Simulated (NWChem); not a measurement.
System: C$_{3}$H$_{3}$N$_{2}$ anion

Output (shortened):

```
             Northwest Computational Chemistry Package (NWChem) 7.3.0
             --------------------------------------------------------

 C2V symmetry detected

                             Geometry "geometry" -> ""
                             -------------------------

 Output coordinates in angstroms (scale by  1.889725989 to convert to a.u.)

  No.       Tag          Charge          X              Y              Z
 ---- ---------------- ---------- -------------- -------------- --------------
    1 C                    6.0000    -0.69816500     0.00000000    -0.90170794
    2 C                    6.0000     0.69816500     0.00000000    -0.90170794
    3 N                    7.0000     1.14386200     0.00000000     0.39236906
    4 C                    6.0000     0.00000000     0.00000000     1.10459706
    5 N                    7.0000    -1.14386200     0.00000000     0.39236906
    6 H                    1.0000    -1.38767700     0.00000000    -1.74968794
    7 H                    1.0000     1.38767700     0.00000000    -1.74968794
    8 H                    1.0000     0.00000000     0.00000000     2.19912206

 Effective nuclear repulsion energy (a.u.)     153.2328108382

      Symmetry information
      --------------------

 Group name             C2v
 Group number             16
 Group order               4
 No. of unique centers     5

                                 NWChem DFT Module
                                 -----------------

 Summary of "ao basis" -> "ao basis" (spherical)
 ------------------------------------------------------------------------------
       Tag                 Description            Shells   Functions and Types
 ---------------- ------------------------------  ------  ---------------------
 C                          cc-pvtz                 10       30   4s3p2d1f
 N                          cc-pvtz                 10       30   4s3p2d1f
 H                          cc-pvtz                  6       14   3s2p1d

      Symmetry analysis of basis
      --------------------------

        a1         70
        a2         28
        b1         60
        b2         34

            General Information
            -------------------
          SCF calculation type: DFT
          Wavefunction type:  closed shell.
          No. of atoms     :     8
          No. of electrons :    36
           Alpha electrons :    18
            Beta electrons :    18
          Charge           :    -1
          Spin multiplicity:     1
          Use of symmetry is: on ; symmetry adaption is: on
          Maximum number of iterations: 150
          AO basis - number of functions:   192
                     number of shells:    68
          Convergence on energy requested:  1.00D-06
          Convergence on density requested:  1.00D-05
          Convergence on gradient requested:  5.00D-04

              XC Information
              --------------
                         B3LYP Method XC Potential
                     Hartree-Fock (Exact) Exchange  0.200
                        Slater Exchange Functional  0.800 local
                    Becke 1988 Exchange Functional  0.720 non-local
              Lee-Yang-Parr Correlation Functional  0.810
                  VWN I RPA Correlation Functional  0.190 local

             Grid Information
             ----------------
          Grid used for XC integration:  medium
          Radial quadrature: Mura-Knowles
          Angular quadrature: Lebedev.
          Tag              B.-S. Rad. Rad. Pts. Rad. Cut. Ang. Pts.
          ---              ---------- --------- --------- ---------
          C                   0.70       49          10.0       434
          N                   0.65       49          10.0       434
          H                   0.35       45          11.0       434
          Grid pruning is: on
          Number of quadrature shells:   237
          Spatial weights used:  Erf1

      Superposition of Atomic Density Guess
      -------------------------------------

 Sum of atomic energies:        -223.13011667

 Renormalizing density from      35.00 to     36

      Non-variational initial energy
      ------------------------------

 Total energy =    -230.370512
 1-e energy   =    -621.479768
 2-e energy   =     237.876445
 HOMO         =       0.089139
 LUMO         =       0.319315

      Symmetry analysis of molecular orbitals - initial
      -------------------------------------------------

  Numbering of irreducible representations:

     1 a1          2 a2          3 b1          4 b2

  Orbital symmetries:

     1 a1          2 b1          3 a1          4 b1          5 a1
     6 a1          7 b1          8 a1          9 b1         10 a1
    11 a1         12 b2         13 b1         14 a1         15 a1
    16 a2         17 b1         18 b2         19 a1         20 b1
    21 a1         22 b2         23 a2         24 a1         25 b1
    26 b1         27 a1         28 b2

------------------------------------------------------------
EAF file 0: "./job.aoints.0" size=261095424 bytes
------------------------------------------------------------
               write      read    awrite     aread      wait
               -----      ----    ------     -----      ----
     calls:      498         0         0         0         0
   data(b): 2.61e+08  0.00e+00  0.00e+00  0.00e+00
   time(s): 0.00e+00  0.00e+00  0.00e+00  0.00e+00  0.00e+00
rate(mb/s): 0.00e+00  0.00e+00
------------------------------------------------------------

     ---------------------------------------------
      Total Density - Mulliken Population Analysis
     ---------------------------------------------

[...]
```

Level: B3LYP/cc-pVTZ. Sets without diffuse functions describe the anion's extra electron poorly. Geometry: optimised at B3LYP/def2-SVPD. Not confirmed as a minimum by frequencies.

**Question.** Write an input that gives this output.

**Answer.** This is not unique; one that fits is the input that was run:
```
start job
memory heap 200 mb stack 900 mb global 1100 mb
charge -1
geometry units angstroms noautoz
  C     -0.698165     0.000000    -0.900334
  C      0.698165     0.000000    -0.900334
  N      1.143862     0.000000     0.393743
  C      0.000000     0.000000     1.105971
  N     -1.143862     0.000000     0.393743
  H     -1.387677     0.000000    -1.748314
  H      1.387677     0.000000    -1.748314
  H      0.000000     0.000000     2.200496
end
basis spherical
  * library cc-pvtz
end
dft
  xc b3lyp
  iterations 150
  semidirect filesize 400000000
  mulliken
end
task dft energy
```
